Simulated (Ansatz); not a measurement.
Ansatz results at the PBE0-D4/def2-TZVP geometry: size of the dipole moment (PBE/def2-TZVPP) 2.64 D; ideal-gas entropy at 298 K and 1 bar (rigid rotor, harmonic PBE0-D4/def2-TZVP) 310 J/(mol·K); size of the dipole moment (B3LYP/def2-TZVPP) 2.49 D.

(1) Which molecule gave them?
A. `CO[SiH]Br`•
B. `[CH3][GeH2][O]`•
C. `[CH2][GeH2][OH]`•
D. `C[O][In][OH]`•

Answers

(1) B. The others give `CO[SiH]Br`•: 1.53, 347, 1.56; `C[O][In][OH]`•: 2.03, 359, 2.21; `[CH2][GeH2][OH]`•: 1.00, 327, 1.10.

B3LYP here is the variant with VWN-RPA as its local correlation; programs differ in this.
